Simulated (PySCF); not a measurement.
bromoethene (C₂H₃Br), SMILES BrC=C.

Geometry optimised at PBE0-D3(BJ)/def2-TZVP.

Two levels are set side by side: PBE/def2-TZVPD (PySCF) and M06-2X/def2-TZVPD (PySCF). Same geometry, gas phase. Differences are taken from unrounded values.

| quantity | M06-2X |
|---|---|
| orbital gap (eV) | 9.05 |
| highest occupied level (eV) | -8.62 |
| lowest empty level (eV) | 0.43 |
| dipole moment (D) | 1.50 |
| mean polarisability (bohr³) | 47.9 |

Question: What does PBE give, and how far is it from M06-2X? (The exact figures need the calculation; the answer reports its results.)

Answer: 
```tsv
quantity	PBE	PBE minus M06-2X
orbital gap (eV)	4.91	-4.13
highest occupied level (eV)	-6.33	2.29
lowest empty level (eV)	-1.42	-1.85
dipole moment (D)	1.34	-0.16
mean polarisability (bohr³)	50.0	2.1
```

PBE's occupied levels lie high since its potential decays too fast outside the molecule; exact exchange lowers them and widens the gap. PBE's more diffuse valence density responds more strongly to a field. Differences between two approximate levels are no errors against the true value.

Rough cost on one machine, each run with all the roots and properties that it gave: M06-2X against PBE about 3 times.
